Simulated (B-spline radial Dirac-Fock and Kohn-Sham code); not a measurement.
Relativistic shifts of the levels of Mo¹⁹⁺

System: Mo¹⁹⁺, configuration 1s2 2s2 2p6 3s2 3p6 3d5.

Both columns are ΔSCF binding energies of the configuration average from an atomic code on a B-spline grid: non-relativistic Hartree-Fock with a point nucleus, and Dirac-Fock with a finite nucleus and the Coulomb interaction alone, averaged over the two j levels with weights 2j+1.

```csv
shell,Hartree-Fock (eV),Dirac-Fock (eV),shift (eV),shift (%)
1s,20239.5,20735.2,+495.69,+2.45
2s,3426.2,3545.8,+119.61,+3.49
2p,3198.2,3231.6,+33.41,+1.04
3s,1058.1,1085.7,+27.60,+2.61
3p,968.0,977.2,+9.26,+0.96
3d,826.8,824.7,-2.15,-0.26
```

Relativity binds 1s, 2s, 2p, 3s, 3p more strongly, among those listed most of all 2s in relative terms, and 3d more weakly, because the contracted s and p shells screen the nucleus better.

Values without a named source are computed, but for edge energies of neutral atoms, which are taken from tables.
